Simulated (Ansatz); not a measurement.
SiBr2Cl2, SMILES Cl[Si](Cl)(Br)Br.

The structure is a stationary point at B3LYP-D3(BJ)/def2-SVP.

Two levels are set side by side: PBE/def2-TZVPD (Ansatz, an electronic-structure program) and CAM-B3LYP/def2-TZVPD (Ansatz). Energy differences of separate SCF runs at the same geometry; the states with an electron removed or added have multiplicity 2 and 2. Differences are taken from unrounded values.

```csv
quantity,CAM-B3LYP,PBE,PBE minus CAM-B3LYP
vertical ionisation energy (eV),11.07,10.28,-0.79
vertical singlet–triplet gap (eV),5.94,5.10,-0.84
```
